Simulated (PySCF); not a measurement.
A structure optimised at PBE-D3(BJ)/def2-SVP, used in a PySCF frequency run:

```xyz
8

F      1.9904    -0.2385     0.8029
C      1.3181    -0.8743    -0.2346
Si    -0.5656    -0.6920    -0.0245
Cl    -1.1125     1.3025    -0.2521
H      1.6464    -0.4489    -1.2110
H      1.5829    -1.9590    -0.2429
H     -0.9696    -1.1438     1.3461
H     -1.2511    -1.5107    -1.0822
```

Write its SMILES and formula.

FC[SiH2]Cl, CH4ClFSi

What are its rotational constants (standard atomic weights)?

7.8016, 2.3622, 1.9710 GHz
